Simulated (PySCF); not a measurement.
Ionisation energy of Te³⁺ by level of theory

Te³⁺ [Kr] 4d10 5s2 5p1 [5p1/2^1, M_J = 1/2] → Te⁴⁺ [Kr] 4d10 5s2, as a difference of total energies. All numbers are calculated (PySCF 2.14, the two-component X2C-1e Hamiltonian, in x2c-SVPall-2c (6s8p4d, 50 functions)). Correlated levels: [Ar] 3d10 frozen; the 6 highest virtual spinors dropped. "Screened" scales the spin-orbit matrix elements by Boettger's factors to mimic the two-electron term; Breit and QED terms are absent.

| method | ionisation energy (eV) |
| --- | --- |
| GHF (spin-free) | 36.269 |
| GMP2 (spin-free) | 36.370 |
| GHF (screened spin-orbit) | 37.087 |
| GMP2 (screened spin-orbit) | 37.177 |

The spin-free rows lack the spin-orbit shift.

Errors of the correlated levels include the incompleteness of this basis and the frozen core.

Which method comes closest to the reference value, and which is furthest?

The reference is 37.416 eV (measured; NIST Atomic Spectra Database, ionization energies). Closest: GMP2 (screened spin-orbit) (error -0.239 eV); furthest: GHF (spin-free) (error -1.147 eV).
